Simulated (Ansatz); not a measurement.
CH4BClSi, 8 atoms. Charge 0, multiplicity 1. The bonds changed during the relaxation, so this is another structure than the one it started from. All runs use 2 threads of an AMD EPYC 9B14 on a shared host. Correlated methods freeze the cores.

Task: Give the basis size and wall time and peak host memory of each of these runs in Ansatz. RKS PBE0-D4/def2-SVP energy; RKS ωB97M-V/def2-QZVPP energy; RKS ωB97X-V/def2-TZVPP energy; RKS r2SCANh-D4/def2-TZVPP energy; RHF-CCSD(T)/def2-TZVPP energy; RKS PBE0-D4/def2-TZVP frequencies; RKS PBE0-D4/def2-TZVPP energy; RKS B2PLYP (frozen core)/def2-TZVPP energy; RHF-MP2/def2-QZVPP energy; RKS PBE0-D4/def2-TZVP relaxation (9 steps); RHF-CCSD(T)/def2-SVP energy; direct RPA on PBE orbitals/def2-TZVPP energy. (An estimate is asked.)

Result: Ansatz gave: Other jobs shared the machine, so times are rough.

| level | job | functions | wall time | peak host memory (GiB) |
| --- | --- | --- | --- | --- |
| RKS PBE0-D4/def2-SVP | energy | 84 | 0.9 s | 0.17 |
| RHF-CCSD(T)/def2-SVP | energy | 84 | 2.2 s | 0.26 |
| RKS PBE0-D4/def2-TZVPP | energy | 202 | 2.4 s | 0.42 |
| RKS r2SCANh-D4/def2-TZVPP | energy | 202 | 3.8 s | 0.44 |
| RKS B2PLYP (frozen core)/def2-TZVPP | energy | 202 | 3.8 s | 0.43 |
| direct RPA on PBE orbitals/def2-TZVPP | energy | 202 | 4.3 s | 0.38 |
| RKS ωB97X-V/def2-TZVPP | energy | 202 | 6 s | 0.52 |
| RKS ωB97M-V/def2-QZVPP | energy | 374 | 14 s | 1.2 |
| RHF-MP2/def2-QZVPP | energy | 374 | 15 s | 1.6 |
| RKS PBE0-D4/def2-TZVP | relaxation (9 steps) | 160 | 23 s | 0.36 |
| RHF-CCSD(T)/def2-TZVPP | energy | 202 | 38 s | 2.4 |
| RKS PBE0-D4/def2-TZVP | frequencies | 160 | 73 s | 0.37 |
